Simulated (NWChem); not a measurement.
System: diantimony (Sb2); SMILES [Sb]#[Sb]

NWChem input:

```
start job
memory heap 200 mb stack 900 mb global 1100 mb
geometry units angstroms noautoz
  Sb     0.000000     0.000000     1.239107
  Sb     0.000000     0.000000    -1.239107
end
basis spherical
  Sb library def2-svpd
end
ecp
  Sb library def2-ecp
end
dft
  xc xpbe96 cpbe96
  iterations 200
  vectors input hcore
end
task dft gradient
```

Excerpt of the output:

```
             Northwest Computational Chemistry Package (NWChem) 7.3.0
             --------------------------------------------------------

 ORDER OF PRIMARY AXIS IS BEING SET TO 4
 D4H symmetry detected

                             Geometry "geometry" -> ""
                             -------------------------

 Output coordinates in angstroms (scale by  1.889725989 to convert to a.u.)

  No.       Tag          Charge          X              Y              Z
 ---- ---------------- ---------- -------------- -------------- --------------
    1 Sb                  51.0000     0.00000000     0.00000000     1.23910700
    2 Sb                  51.0000     0.00000000     0.00000000    -1.23910700

 Effective nuclear repulsion energy (a.u.)     555.3959523464

      Symmetry information
      --------------------

 Group name             D4h
 Group number             28
 Group order              16
 No. of unique centers     1

 Summary of "ao basis" -> "ao basis" (spherical)
 ------------------------------------------------------------------------------
       Tag                 Description            Shells   Functions and Types
 ---------------- ------------------------------  ------  ---------------------
 Sb                        def2-svpd                12       32   5s4p3d

      Symmetry analysis of basis
      --------------------------

        a1g        12
        a1u         0
        a2g         0
        a2u        12
        b1g         3
        b1u         3
        b2g         3
        b2u         3
        eg         14
        eu         14

            General Information
            -------------------
          SCF calculation type: DFT
          Wavefunction type:  closed shell.
          No. of atoms     :     2
          No. of electrons :    46
           Alpha electrons :    23
            Beta electrons :    23
          Charge           :     0
          Spin multiplicity:     1
          Use of symmetry is: on ; symmetry adaption is: on
          Maximum number of iterations: 200
          AO basis - number of functions:    64
                     number of shells:    24
          Convergence on energy requested:  1.00D-06
          Convergence on density requested:  1.00D-05
          Convergence on gradient requested:  5.00D-04

              XC Information
              --------------
          PerdewBurkeErnzerhof Exchange Functional  1.000
            Perdew 1991 LDA Correlation Functional  1.000 local
           PerdewBurkeErnz. Correlation Functional  1.000 non-local

             Grid Information
             ----------------
          Grid used for XC integration:  medium
          Radial quadrature: Mura-Knowles
          Angular quadrature: Lebedev.
          Tag              B.-S. Rad. Rad. Pts. Rad. Cut. Ang. Pts.
          ---              ---------- --------- --------- ---------
          Sb                  1.45      123          11.0       590
          Grid pruning is: on
          Number of quadrature shells:   123
          Spatial weights used:  Erf1

      Non-variational initial energy
      ------------------------------

 Total energy =     112.958269
 1-e energy   =       0.000000
 2-e energy   =       0.000000
 HOMO         =     -15.936937
 LUMO         =     -15.936937

 !!!!!!!!!!!!!!!!!!!!!!!!!!!!!!!!!!!!!!!!!!!!!!!!!!!!!!!!!!!!!!!!!!!!!!
 Warning - the HOMO and LUMO are degenerate and you are using symmetry.
 This can lead to non-variational energies and poor convergence.
 Modify the initial guess, or use an open-shell wavefunction, or turn
 off symmetry.
 !!!!!!!!!!!!!!!!!!!!!!!!!!!!!!!!!!!!!!!!!!!!!!!!!!!!!!!!!!!!!!!!!!!!!!

      Symmetry analysis of molecular orbitals - initial
      -------------------------------------------------

 !! scf_movecs_sym_adapt:   12 vectors were symmetry contaminated

  Symmetry fudging

 !! scf_movecs_sym_adapt:   12 vectors were symmetry contaminated

  Numbering of irreducible representations:

     1 a1g         2 a1u         3 a2g         4 a2u         5 b1g
     6 b1u         7 b2g         8 b2u         9 eg         10 eu

  Orbital symmetries:

     1 a2u         2 a1g         3 a2u         4 eg          5 eg
     6 a1g         7 eu          8 eu          9 a2u        10 a1g
    11 eg         12 eg         13 eu         14 eu         15 b2u
    16 b1u        17 b2g        18 b1g        19 a1g        20 a2u
    21 eu         22 eu         23 eg         24 eg         25 a1g
    26 a2u        27 eu         28 eu         29 a1g        30 b2g
    31 b1g        32 b1u        33 b2u

 Warning: spatial symmetry breaking: alpha =  7.14D-01

   convergence    iter        energy       DeltaE   RMS-Dens  Diis-err
 ---------------- ----- ----------------- --------- --------- ---------
 d= 0,ls=0.0,diis     1   -466.1142669367 -5.79D+02  1.30D+00  5.88D+02
 Warning: spatial symmetry breaking: alpha =  4.43D-02
 d= 0,ls=0.5,diis     2   -461.4942950337  4.62D+00  1.28D+00  2.34D+02
 Warning: spatial symmetry breaking: alpha =  1.30D-02
 d= 0,ls=0.5,diis     3   -479.5331432467 -1.80D+01  9.66D-02  7.21D+00
 Warning: spatial symmetry breaking: alpha =  3.78D-03
 d= 0,ls=0.5,diis     4   -480.4205196673 -8.87D-01  2.06D-02  3.16D-01
 Warning: spatial symmetry breaking: alpha =  1.06D-03
 d= 0,ls=0.5,diis     5   -480.5059648749 -8.54D-02  5.39D-03  3.52D-02
  Resetting Diis
 Warning: spatial symmetry breaking: alpha =  2.93D-04
 d= 0,ls=0.5,diis     6   -480.5169672963 -1.10D-02  2.73D-03  6.15D-03
 d= 0,ls=0.5,diis     7   -480.5188377986 -1.87D-03  1.52D-03  1.94D-03
 d= 0,ls=0.5,diis     8   -480.5195018922 -6.64D-04  9.30D-04  3.63D-04
 d= 0,ls=0.5,diis     9   -480.5196110743 -1.09D-04  4.60D-04  7.48D-05
 d= 0,ls=0.5,diis    10   -480.5196365820 -2.55D-05  2.29D-04  2.52D-05
 d= 0,ls=0.5,diis    11   -480.5196457175 -9.14D-06  1.19D-04  8.84D-06
 d= 0,ls=0.5,diis    12   -480.5196489613 -3.24D-06  6.45D-05  3.09D-06
 d= 0,ls=0.5,diis    13   -480.5196501239 -1.16D-06  3.46D-05  1.16D-06
 d= 0,ls=0.5,diis    14   -480.5196505476 -4.24D-07  1.88D-05  4.48D-07
 d= 0,ls=0.5,diis    15   -480.5196507114 -1.64D-07  1.04D-05  1.78D-07
 d= 0,ls=0.5,diis    16   -480.5196507763 -6.49D-08  5.76D-06  7.03D-08

         Total DFT energy =     -480.519650802027
      One electron energy =    -1065.378842154709
           Coulomb energy =      510.638734337564
    Exchange-Corr. energy =      -38.737812416351
 Nuclear repulsion energy =      112.958269431470

 Numeric. integr. density =       45.999999955833

                  Occupations of the irreducible representations
                  ----------------------------------------------

                     irrep           alpha         beta
                     --------     --------     --------
                     a1g               5.0          5.0
                     a1u               0.0          0.0
                     a2g               0.0          0.0
                     a2u               4.0          4.0
                     b1g               1.0          1.0
                     b1u               1.0          1.0
                     b2g               1.0          1.0
                     b2u               1.0          1.0
                     eg                4.0          4.0
                     eu                6.0          6.0

                       DFT Final Molecular Orbital Analysis
                       ------------------------------------

 Vector   21  Occ=2.000000D+00  E=-2.251035D-01  Symmetry=a1g
              MO Center=  2.6D-17,  1.1D-16, -1.6D-14, r^2= 4.8D+00
   Bfn.  Coefficient  Atom+Function         Bfn.  Coefficient  Atom+Function
  ----- ------------  ---------------      ----- ------------  ---------------
    14      0.441990  1 Sb pz                46     -0.441990  2 Sb pz
    17      0.264051  1 Sb pz                49     -0.264051  2 Sb pz
    11     -0.163566  1 Sb pz                43      0.163566  2 Sb pz
     3      0.152938  1 Sb s                 35      0.152938  2 Sb s
     8     -0.131608  1 Sb pz                40      0.131608  2 Sb pz

 Vector   22  Occ=2.000000D+00  E=-2.109837D-01  Symmetry=eu
              MO Center=  1.1D-14, -1.1D-14, -8.3D-14, r^2= 3.7D+00
   Bfn.  Coefficient  Atom+Function         Bfn.  Coefficient  Atom+Function
  ----- ------------  ---------------      ----- ------------  ---------------
    13      0.295361  1 Sb py                45      0.295361  2 Sb py
    12     -0.267116  1 Sb px                44     -0.267116  2 Sb px
    16      0.236724  1 Sb py                48      0.236724  2 Sb py
    15     -0.214086  1 Sb px                47     -0.214086  2 Sb px
    10     -0.109212  1 Sb py                42     -0.109212  2 Sb py

 Vector   23  Occ=2.000000D+00  E=-2.109837D-01  Symmetry=eu
              MO Center=  5.6D-15,  5.5D-15,  2.2D-13, r^2= 3.7D+00
   Bfn.  Coefficient  Atom+Function         Bfn.  Coefficient  Atom+Function
  ----- ------------  ---------------      ----- ------------  ---------------
    12      0.295361  1 Sb px                44      0.295361  2 Sb px
    13      0.267116  1 Sb py                45      0.267116  2 Sb py
    15      0.236724  1 Sb px                47      0.236724  2 Sb px
    16      0.214086  1 Sb py                48      0.214086  2 Sb py
     9     -0.109212  1 Sb px                41     -0.109212  2 Sb px

[...]

                         DFT ENERGY GRADIENTS

    atom               coordinates                        gradient
                 x          y          z           x          y          z
   1 Sb      0.000000   0.000000   2.341573    0.000000   0.000000  -0.013050
   2 Sb      0.000000   0.000000  -2.341573    0.000000  -0.000000   0.013050
```

Level: PBE/def2-SVPD with def2 effective core potentials on Sb. All runs use the structure optimised with PBE0/def2-SVP. def2 effective core potentials on Sb; no spin-orbit coupling.
